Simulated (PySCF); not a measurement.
**Yb2S3 at several levels of theory**

Computed with PySCF 2.14.0 (density fitting, no spin-orbit coupling) at the geometry relaxed with B3LYP:

```xyz
5
Yb2S3 (singlet in the valence; each metal's 4f electrons, 13 of them, lie in its core potential, out of spins and levels)
Yb    0.5359   -0.2682    2.3011
Yb    0.5359   -0.2682   -2.3011
S     1.4919   -0.7467    0.0000
S    -1.5002    0.7508    2.6580
S    -1.5002    0.7508   -2.6580
```

| level | basis | state | HOMO (eV) | gap (eV) | charge on Yb1 (e) | population of f-type functions on Yb1 (polarisation alone where 4f lies in the core) | dipole about the centre of mass (D) | largest force component (eV/Å) |
| --- | --- | --- | --- | --- | --- | --- | --- | --- |
| B3LYP | Yb lcecp-1-SVP with ECP59, S def2-SVP | singlet | -5.49 | 2.40 | 0.60 | 0.02 | 11.41 | 0.02 |
| r2SCAN | the same | singlet | -4.91 | 1.84 | 0.68 | 0.02 | 11.81 | 0.13 |
| CAM-B3LYP | the same | singlet | -6.86 | 4.70 | 0.63 | 0.02 | 12.30 | 0.33 |
| PBE | the same | singlet | -4.75 | 1.33 | 0.55 | 0.02 | 10.68 | 0.11 |
| B3LYP | Yb lcecp-1-TZVP with ECP59, S def2-TZVP | singlet | -5.53 | 2.40 | 1.02 | 0.02 | 12.05 | 0.04 |

In the lcecp rows the 4f levels are missing from HOMO and gap, and the state counts the valence alone.

Charges are Mulliken's, which hang on the basis. The relaxation used the grid (50, 194), these runs (75, 302) or, all-electron (x2c bases, spin-free X2C Hamiltonian), (99, 590).

**Question.** What does BP86 with Yb lcecp-1-SVP with ECP59, S def2-SVP give here?

**Answer.** state singlet, HOMO (eV) -4.84, gap (eV) 1.42, charge on Yb1 (e) 0.54, population of f-type functions on Yb1 (polarisation alone where 4f lies in the core) 0.02, dipole about the centre of mass (D) 10.69, largest force component (eV/Å) 0.10. Time: 7.8 s on 2 threads of Arm Neoverse V2, with other jobs on the host, from an already converged density.

In the first row's basis the gap widens with exact exchange: 1.3 to 1.8 eV for PBE, BP86, r2SCAN (none); 2.4 eV for B3LYP (a fixed share); 4.7 eV for CAM-B3LYP (rising or full at long range).

No frequency check is given that shows the relaxed geometry to be a minimum, and it was reached by following one of several unstable modes of a saddle point. An lcecp potential fixes the number of 4f electrons, so in runs with it no electron can move into or out of that shell.
